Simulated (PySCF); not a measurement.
**Radial density of Cd(42+) (cadmium, charge +42)**

UHF, [He] 2s2 2p2, high-spin 3P determinant. All numbers are calculated (PySCF 2.14, the spin-free X2C one-electron Hamiltonian (Gaussian nucleus), in an even-tempered Gaussian basis (19 s from 18 bohr⁻², ratio 2.2; 12 p from 23 bohr⁻², ratio 2.2; 5 d from 91 bohr⁻², ratio 2.4; 5 f from 140 bohr⁻², ratio 2.4; 4 g from 200 bohr⁻², ratio 2.4)).

| r (bohr) | 4πr²ρ (e/bohr) | 4πr²(ρα − ρβ) |
| --- | --- | --- |
| 0.0270 | 52.42 | 3.0616 |
| 0.0454 | 31.43 | 9.6555 |
| 0.0763 | 32.25 | 17.4972 |
| 0.128 | 28.53 | 12.3645 |
| 0.216 | 4.778 | 1.7858 |
| 0.363 | 0.04937 | 0.0179 |

Densities and radii are taken from the X2C orbitals without a picture-change correction, which distorts them close to the nucleus.

Spin-orbit coupling is strong in this species (close to jj coupling), so the high-spin LS determinant is a model state, not a physical level.
